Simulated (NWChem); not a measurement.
MoH5Cl; SMILES [Cl][MoH5]

Program: NWChem. Geometry: optimised at PBE0/def2-SVP. def2 effective core potentials on Mo; no spin-orbit coupling. Ions are spin-unrestricted doublets at the neutral geometry; other ion states weren't tried.

```json
[
 {"level": "B3LYP/def2-SVP", "vertical ionisation energy, ΔSCF (eV)": "10.16", "−ε(HOMO) (eV)": "7.80", "ΔSCF minus −ε(HOMO) (eV)": "2.36"},
 {"level": "PBE/def2-SVP", "vertical ionisation energy, ΔSCF (eV)": "9.88", "−ε(HOMO) (eV)": "6.73", "ΔSCF minus −ε(HOMO) (eV)": "3.15"},
 {"level": "LDA (Slater exchange, VWN5)/def2-SVP", "vertical ionisation energy, ΔSCF (eV)": "9.99", "−ε(HOMO) (eV)": "6.78", "ΔSCF minus −ε(HOMO) (eV)": "3.21"},
 {"level": "Hartree-Fock/def2-SVP", "vertical ionisation energy, ΔSCF (eV)": "?", "−ε(HOMO) (eV)": "?", "ΔSCF minus −ε(HOMO) (eV)": "?"},
 {"level": "PBE0/def2-SVP", "vertical ionisation energy, ΔSCF (eV)": "10.17", "−ε(HOMO) (eV)": "8.03", "ΔSCF minus −ε(HOMO) (eV)": "2.14"}
]
```

Problem. Some entries are withheld; supply them.

Solution. 
- Hartree-Fock/def2-SVP, vertical ionisation energy, ΔSCF (eV): 9.93
- Hartree-Fock/def2-SVP, −ε(HOMO) (eV): 11.14
- Hartree-Fock/def2-SVP, ΔSCF minus −ε(HOMO) (eV): -1.21
